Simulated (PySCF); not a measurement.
**How methods differ on the ionisation energy of Zr**

Zr [Kr] 4d2 5s2 (3F) → Zr⁺ [Kr] 4d2 5s1 (4F), as a difference of total energies. Computed with PySCF 2.14 in aug-cc-pwCVTZ-DK with one added diffuse shell each of s, p, d, f, g type (12s11p9d5f4g, 161 functions), with scalar relativity by spin-free X2C-1e. Correlated levels: valence: [Kr] frozen; valence and next inner shell: [Ar] 3d10 frozen. The calculations carry no spin-orbit coupling.

| method | ionisation energy (eV) | error (eV) |
| --- | --- | --- |
| UHF | 5.183 | -1.456 |
| LDA | 6.709 | +0.070 |
| PBE | 6.409 | -0.230 |
| PBE0 | 6.271 | -0.368 |
| r2SCAN | 6.108 | -0.531 |
| MP2 (valence) | 6.124 | -0.515 |
| SCS-MP2 (valence) | 6.322 | -0.317 |
| MP2 (valence and next inner shell) | 6.397 | -0.242 |
| SCS-MP2 (valence and next inner shell) | 6.499 | -0.140 |

Reference: 6.639 eV (measured; NIST levels, between the centres of gravity of the two terms).
